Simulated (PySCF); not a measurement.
Spinor energies of La²⁷⁺ (lanthanum, charge +27)

Start: [Ar] 3d10 4s2. Calculated with PySCF 2.14 in an even-tempered Gaussian basis (17 s from 2.3 bohr⁻², ratio 2.8; 13 p from 2.9 bohr⁻², ratio 2.8; 8 d from 5.2 bohr⁻², ratio 2.8; 4 f from 13 bohr⁻², ratio 3): generalised Hartree-Fock with the X2C-1e Hamiltonian and a Gaussian nucleus; one run each with spin-orbit coupling (SO) switched off, then screened by Boettger's factors.

```
spinor shell  electrons  ε, spin-free (eV)  ε, screened SO (eV)  weight of nominal j (screened SO)  rms radius, screened SO (bohr)
       1s1/2          2           -40033.7             -40029.1                              1.000                          0.0286
       2s1/2          2            -7223.9              -7222.6                              1.000                           0.116
       2p1/2          2            -6562.8              -6853.0                              1.000                          0.0999
       2p3/2          4            -6562.8              -6434.7                              1.000                           0.106
       3s1/2          2            -2234.2              -2233.9                              1.000                           0.299
       3p1/2          2            -2016.1              -2076.2                              1.000                           0.291
       3p3/2          4            -2016.1              -1989.4                              1.000                           0.303
       3d3/2          4            -1713.2              -1724.1                              1.000                           0.272
       3d5/2          6            -1713.2              -1705.7                              1.000                           0.275
       4s1/2          2            -989.99              -989.93                              1.000                           0.647
```

| quantity | spin-free | screened SO |
| --- | --- | --- |
| E (hartree) | -8126.83635 | -8130.17735 |
| M_J | 0 | 0 |
| ⟨J²⟩ | 0.000 | 0.000 |
| ⟨L²⟩ | 0.000 | 0.020 |
| ⟨S²⟩ | 0.000 | 0.020 |

Breit and QED terms are absent; they matter most for the inner s and p1/2 levels.

Densities and radii are taken from the X2C orbitals without a picture-change correction, which distorts them close to the nucleus.

Without spin-orbit coupling the j labels of p, d and f shells carry no meaning; the spin-free column gives the mean over the occupied spinors of each nl shell.
